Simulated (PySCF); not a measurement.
**Polarisability of `C=C/C([S-])=C/C(F)(F)F`**

Compound: C5H4F3S (charge -1).
SMILES with atom numbers: `[CH2:1]=[CH:2]/[C:3]([S-:4])=[CH:5]/[C:6]([F:7])([F:8])[F:9]` (hydrogens: H10, H11 on C1; H12 on C2; H13 on C5)

Cartesian coordinates in Å at the GFN2-xTB level; atoms count from 1:
```
atom  x, y, z in Å
C1    -2.6338    0.6013   -0.0844
C2    -1.5504   -0.1625   -0.0968
C3    -0.1784    0.3366    0.0178
S4     0.0721    2.0023    0.1744
C5     0.8178   -0.6069   -0.0121
C6     2.2498   -0.3324    0.0860
F7     2.9712   -1.4938    0.0154
F8     2.7907    0.4425   -0.8937
F9     2.6819    0.2439    1.2418
H10   -3.6310    0.1974   -0.1712
H11   -2.5357    1.6697    0.0148
H12   -1.6429   -1.2405   -0.1964
H13    0.5843   -1.6570   -0.1134
```

Level: PBE0/def2-SVPD (PySCF), static field, nuclei fixed, core orbitals frozen in the response. The polarisability tensor in these axes (au):

```
x   128.38 -15.71   1.70
y   -15.71 113.82   3.05
z     1.70   3.05  69.64
```

Diagonalise the tensor; give its mean and Δα, where Δα² is half the sum of the squared differences of the eigenvalues.

Principal values 69.29, 104.14 and 138.41 au; mean 103.94 au = 15.40 Å³ = 17.14 × 10⁻⁴⁰ C²·m²/J; Δα = 59.86 au (58 % of the mean).

Along which axes do the principal values lie, and how far do the nuclei extend along each?

Largest value along (0.84, -0.54, 0.00), where the nuclei span 6.47 Å; middle along (0.54, 0.84, 0.10), 3.72 Å; least along (-0.05, -0.09, 0.99), 2.15 Å. The response follows the extents in order.

What depolarisation ratio follows for Rayleigh scattering of linearly polarised light, taking the static tensor?

ρ = 3Δα²/(45ᾱ² + 4Δα²) = 10750.7/(486200 + 14334.3) = 0.0215.

Sum over states: ᾱ = Σ f/ω², ω in Eh. What share falls to these 6 lowest TDDFT singlets (eV, f)? 2.62, 0.0000; 3.24, 0.0793; 4.38, 0.0007; 4.43, 0.0218; 4.81, 0.0102; 4.88, 0.0177.

They add up to 7.32 au, 7.0 % of the 103.94 au; the largest single term is 5.59 au, from the state at 3.24 eV. Terms in order: 0.00, 5.59, 0.03, 0.83, 0.33, 0.55 au. Higher excitations give the rest. The strengths listed sum to 0.130.

Geometry: GFN2-xTB, one conformer, isolated ion.

The run behind these numbers computed excited states as well. Hardware: Intel Xeon Platinum 8488C, one thread, shared host. Cost: 43 s wall, 0.93 GiB resident at most.
